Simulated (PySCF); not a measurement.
## Ionisation energy of Xe³⁺ by level of theory

Xe³⁺ [Kr] 4d10 5s2 5p3 [5p1/2^2 5p3/2^1, M_J = 3/2] → Xe⁴⁺ [Kr] 4d10 5s2 5p2 [5p1/2^2, M_J = 0], as a difference of total energies. Calculation: PySCF 2.14, in x2c-QZVPPall-2c (13s13p9d4f1g, 134 functions); the two-component X2C-1e Hamiltonian. Correlated levels: [Ar] 3d10 frozen; the 32 highest virtual spinors dropped. "Screened" scales the spin-orbit matrix elements by Boettger's factors to mimic the two-electron term; Breit and QED terms are absent.

```tsv
method	ionisation energy (eV)
GHF (spin-free)	43.016
GMP2 (spin-free)	43.708
GHF (screened spin-orbit)	42.369
GMP2 (screened spin-orbit)	42.717
```

The spin-free rows relax to the high-spin LS determinant and lack the spin-orbit shift.

The labels give the starting determinants; with spin-orbit coupling the two ends relaxed to ⟨J²⟩ = 3.76, ⟨L²⟩ = 0.21, ⟨S²⟩ = 3.53 and ⟨J²⟩ = 0.00, ⟨L²⟩ = 1.35, ⟨S²⟩ = 1.35.

Which method comes closest to the reference value, and which is furthest?

The reference is 42.2 ± 0.2 eV (measured; NIST Atomic Spectra Database, ionization energies). Closest: GHF (screened spin-orbit) (error 0.169 eV); furthest: GMP2 (spin-free) (error 1.508 eV).
